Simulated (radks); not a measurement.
Results of a calculation; reference values are marked as such.
Effect of the nuclear size on the iron ion Fe2+, [Ar] 3d6. Level of theory: Dirac Kohn-Sham, exchange-only LDA, spin-unpolarised, spherical densities, finite nucleus; open shells fill j = l - 1/2 first; Fermi nuclear charge, rms radius 3.7377 fm (a radial shooting solver on a logarithmic mesh with Libxc functionals). The rms radius is varied about that value; shifts are against it.

rms radius (fm)  total energy shift (eV)  density at nucleus (e/bohr^3)  1s1/2 shift (meV)  2s1/2 shift (meV)  3s1/2 shift (meV)
3.0088                           -0.0388                      1.514e+04              -16.5              -1.49             -0.220
3.5097                           -0.0130                      1.504e+04              -5.53             -0.501             -0.074
3.7377                                 0                        1.5e+04              0.000              0.000              0.000
4.0517                            0.0192                      1.495e+04               8.17              0.739              0.109
4.1601                            0.0262                      1.493e+04               11.1               1.01              0.149

Slopes of the eigenvalues against <r^2> in GHz/fm^2, as finite differences over the two radii next to the reference (eigenvalue slopes, not the field-shift constants of lines): 1s1/2 808, 2s1/2 73.1, 3s1/2 10.8.
